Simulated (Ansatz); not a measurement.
A relaxation, step by step

SiNH9O2, singlet, PBE0-D4/def2-TZVP (Ansatz 0.2.0). Settings:

```yaml
hamiltonian: {xc: pbe0, dispersion: d4}
relax: {f_tol: 0.005, max_steps: 200}
```

Start, a step off a saddle point along its unstable mode:

Si1  (-0.888, -0.067, -0.942)
O2  (-0.750, -1.049, 0.570)
H3  (-0.301, -1.199, -1.713)
H4  (-0.904, 0.931, -2.157)
H5  (-2.310, 0.197, -0.594)
H6  (1.005, 0.554, 0.403)
N7  (0.509, 1.035, -0.164)
H8  (0.571, -0.931, 1.196)
O9  (1.364, -0.613, 1.500)
H10  (-1.482, -0.995, 1.197)
H11  (0.044, 1.773, 0.370)
H12  (1.020, 1.511, -0.906)
H13  (2.122, -1.146, 1.239)
(Å)

```
step  energy less the last (meV)  largest force component (eV/Å)
   1                      1725.7                           6.038
   2                       720.9                           1.312
   3                       693.8                           0.740
   4                       589.4                           0.426
   5                       520.5                           1.356
   6                       495.3                           2.244
   7                       323.0                           1.032
   8                       194.9                           0.602
   9                        83.9                           0.425
  10                        20.1                           0.208
  11                         8.4                           0.164
  12                         8.1                           0.329
  13                         6.4                           0.217
  14                         1.2                           0.062
  15                         0.2                           0.024
  16                         0.0                           0.007
  17                         0.0                           0.009
  18                         0.0                           0.002
```

Step 3, positions (Å) and forces (eV/Å):

```tsv
atom	x	y	z	Fx	Fy	Fz
Si1	-0.912	-0.060	-0.983	-0.703	-0.184	0.575
O2	-0.762	-0.940	0.563	-0.112	-0.029	0.125
H3	-0.317	-1.166	-1.778	0.102	0.014	-0.052
H4	-1.081	0.942	-2.146	0.581	0.159	0.233
H5	-2.391	0.076	-0.684	-0.046	-0.069	-0.087
H6	1.140	0.631	0.430	0.016	-0.421	0.088
N7	0.475	1.109	-0.195	-0.250	0.403	-0.740
H8	0.669	-1.050	1.375	0.243	0.403	-0.140
O9	1.572	-0.661	1.556	0.007	-0.386	0.157
H10	-1.581	-0.905	1.063	0.052	-0.082	-0.164
H11	0.032	1.848	0.346	-0.056	-0.033	-0.071
H12	0.960	1.553	-0.967	0.112	0.146	0.035
H13	2.196	-1.377	1.421	0.054	0.079	0.042
```

Last step (18):

```
13
angstrom
Si -1.0943 -0.0837 -0.9066
O -0.9769 -0.4227 0.7507
H -0.1363 -0.7383 -1.8419
H -1.5892 1.2463 -1.3636
H -2.3369 -0.9267 -1.1469
H 1.3816 0.5573 0.1363
N 0.6952 1.1152 -0.3760
H 0.6575 -0.7914 1.5075
O 1.6210 -0.7404 1.6487
H -1.7286 -0.9572 1.0177
H 0.4404 1.8989 0.2149
H 1.1194 1.4820 -1.2193
H 1.9471 -1.6393 1.5783
```

The run took about 25 s on 8 CPU threads of an Arm Neoverse V2 (shared host).
